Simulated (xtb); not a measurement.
SrF2, SMILES [F][Sr][F]. All values are semi-empirical tight-binding results from xtb (GFN2-xTB unless named), good for trends rather than for accurate numbers. Geometry optimised at GFN2-xTB. The isomer is the one that the SMILES or the coordinates give; other isomers of the formula were not compared.

Optimised geometry:

```xyz
3

Sr     0.0000     0.0000     0.4225
F      0.0000    -1.5389    -0.8919
F      0.0000     1.5389    -0.8919
```
Charge 0, spin multiplicity 1.

For metal compounds this method's bond lengths and energies can be far off.

Computed properties:
The point group as xtb finds it is C2v and the orbital gap is 1.82 eV. The zero-point energy is 1.2 kcal/mol and the G − E(el) at 298.15 K (modified RRHO) is -16.2 kcal/mol.

Computed atomic charges and the Wiberg bond orders between heavy atoms:
charges (e) Sr1 0.64, F2 -0.32, F3 -0.32. Bond orders Sr1–F2 1.05, Sr1–F3 1.05.
